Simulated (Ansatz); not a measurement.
Al₂O₆H₆. Charge 0, multiplicity 3. Geometry r2SCAN-D4/def2-SVP, that of the neutral singlet.

```xyz
14

Al   -0.325   -1.045   -0.427
Al    0.293    1.646    0.187
O    -0.988    2.751    0.436
O    -1.835   -1.763   -0.733
O     1.187   -1.875   -0.381
O     1.135   -0.484    1.906
O    -0.303    0.590   -1.250
O     0.056   -0.001    1.065
H     1.568   -1.096    1.259
H     1.485   -2.642   -0.872
H    -2.159   -2.601   -0.396
H    -0.973    0.892   -1.876
H    -0.953    3.560    0.950
H     1.812    2.067    0.130
```

The structure holds one bond between oxygen atoms, so isomers without such links may lie far lower. At PBE0-D4/def2-TZVP a singlet of charge 0 lies 4.31 eV below the triplet at the same geometry. The structure comes from a short search, and lower isomers may exist.

(1) Estimate the α-spin orbital energies around the gap (eV) in Ansatz with PBE-D4/def2-TZVP, r2SCAN-D4/def2-TZVP, PBE0-D4/def2-TZVP.

Results:

(1) 
```json
{"orbital": "HOMO−5", "PBE-D4/def2-TZVP": "-7.77", "r2SCAN-D4/def2-TZVP": "-8.17", "PBE0-D4/def2-TZVP": "-9.48"}
{"orbital": "HOMO−4", "PBE-D4/def2-TZVP": "-7.53", "r2SCAN-D4/def2-TZVP": "-7.91", "PBE0-D4/def2-TZVP": "-9.24"}
{"orbital": "HOMO−3", "PBE-D4/def2-TZVP": "-7.27", "r2SCAN-D4/def2-TZVP": "-7.62", "PBE0-D4/def2-TZVP": "-8.94"}
{"orbital": "HOMO−2", "PBE-D4/def2-TZVP": "-7.04", "r2SCAN-D4/def2-TZVP": "-7.35", "PBE0-D4/def2-TZVP": "-8.61"}
{"orbital": "HOMO−1", "PBE-D4/def2-TZVP": "-6.78", "r2SCAN-D4/def2-TZVP": "-7.10", "PBE0-D4/def2-TZVP": "-8.29"}
{"orbital": "HOMO", "PBE-D4/def2-TZVP": "-2.30", "r2SCAN-D4/def2-TZVP": "-2.72", "PBE0-D4/def2-TZVP": "-4.01"}
{"orbital": "LUMO", "PBE-D4/def2-TZVP": "-1.00", "r2SCAN-D4/def2-TZVP": "-0.42", "PBE0-D4/def2-TZVP": "-0.12"}
{"orbital": "LUMO+1", "PBE-D4/def2-TZVP": "-0.09", "r2SCAN-D4/def2-TZVP": "0.45", "PBE0-D4/def2-TZVP": "0.77"}
{"orbital": "LUMO+2", "PBE-D4/def2-TZVP": "0.01", "r2SCAN-D4/def2-TZVP": "0.65", "PBE0-D4/def2-TZVP": "0.85"}
{"orbital": "LUMO+3", "PBE-D4/def2-TZVP": "0.55", "r2SCAN-D4/def2-TZVP": "1.28", "PBE0-D4/def2-TZVP": "1.47"}
{"orbital": "LUMO+4", "PBE-D4/def2-TZVP": "0.81", "r2SCAN-D4/def2-TZVP": "1.50", "PBE0-D4/def2-TZVP": "1.73"}
{"orbital": "LUMO+5", "PBE-D4/def2-TZVP": "1.32", "r2SCAN-D4/def2-TZVP": "1.88", "PBE0-D4/def2-TZVP": "2.16"}
{"orbital": "β HOMO", "PBE-D4/def2-TZVP": "-6.76", "r2SCAN-D4/def2-TZVP": "-7.07", "PBE0-D4/def2-TZVP": "-8.25"}
{"orbital": "β LUMO", "PBE-D4/def2-TZVP": "-5.94", "r2SCAN-D4/def2-TZVP": "-5.48", "PBE0-D4/def2-TZVP": "-4.40"}
```
